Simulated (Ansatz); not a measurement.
Be₂Se₂⁺, relaxed as a doublet with UKS PBE0-D4/def2-TZVP in Ansatz, starting from the GFN1-xTB geometry. Force threshold 0.02 eV/Å.

The relaxation made no stability test and no search for a lower SCF solution. The structure comes from a short search, and lower isomers may exist.

Start:

```csv
atom,x (Å),y (Å),z (Å)
Be1,0.831,0.678,-0.151
Be2,-0.831,-0.678,0.153
Se3,0.653,-1.093,-1.296
Se4,-0.653,1.094,1.294
```

```csv
step,energy (eV),largest force component (eV/Å),SCF passes
1,-131479.9628,0.801,16
2,-131480.0070,0.197,23
3,-131480.0095,0.061,24
4,-131480.0100,0.004,16
```

Force components are those of the run's own axes.

End:

```xyz
4

Be    0.809    0.659   -0.148
Be   -0.809   -0.659    0.149
Se    0.641   -1.073   -1.270
Se   -0.641    1.073    1.270
```

By distances, no bond broke or formed. The bond that changes most is Be1–Se3, from 2.12 to 2.07 Å (atoms count from 1).

No frequencies were taken in this run, so the end may be a saddle point.

Hardware: 4 threads of Arm Neoverse V2 on a shared host. Wall time 8 s.
